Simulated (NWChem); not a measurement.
Species: HgI2; SMILES [I][Hg][I]

```xyz
3

Hg     0.0000     0.0000     0.0000
I      0.0000     0.0000     2.6077
I      0.0000     0.0000    -2.6077
```
Atoms are numbered in this order, from 1.

Computed with NWChem. Medium grid unless said otherwise, to which SCAN and Minnesota functionals are sensitive. The geometry was optimised at PBE0/def2-SVP. def2 effective core potentials on I, Hg; no spin-orbit coupling. B3LYP is NWChem's, with the RPA form of VWN correlation. Total energies of different functionals are on different scales.

```json
[
 {"level": "B3LYP/def2-SVP", "energy (Ha)": "-749.2103", "highest occupied level (eV)": "-7.39", "orbital gap (eV)": "4.34"},
 {"level": "PBE/def2-SVP", "energy (Ha)": "-748.9776", "highest occupied level (eV)": "-6.54", "orbital gap (eV)": "2.94"},
 {"level": "OLYP/def2-SVP", "energy (Ha)": "-749.7212", "highest occupied level (eV)": "-6.31", "orbital gap (eV)": "2.99"},
 {"level": "LC-wPBE (HJS exchange hole, range parameter 0.4 per bohr)/def2-SVP", "energy (Ha)": "-749.0826", "highest occupied level (eV)": "-10.28", "orbital gap (eV)": "9.38"},
 {"level": "KT2/def2-SVP", "energy (Ha)": "-753.2226", "highest occupied level (eV)": "-6.62", "orbital gap (eV)": "2.95"},
 {"level": "BHandHLYP/def2-SVP", "energy (Ha)": "-748.7434", "highest occupied level (eV)": "-8.59", "orbital gap (eV)": "6.59"},
 {"level": "PW6B95/def2-SVP", "energy (Ha)": "-749.4071", "highest occupied level (eV)": "-7.69", "orbital gap (eV)": "4.89"},
 {"level": "MN15/def2-SVP", "energy (Ha)": "-747.2480", "highest occupied level (eV)": "-8.19", "orbital gap (eV)": "5.67"}
]
```
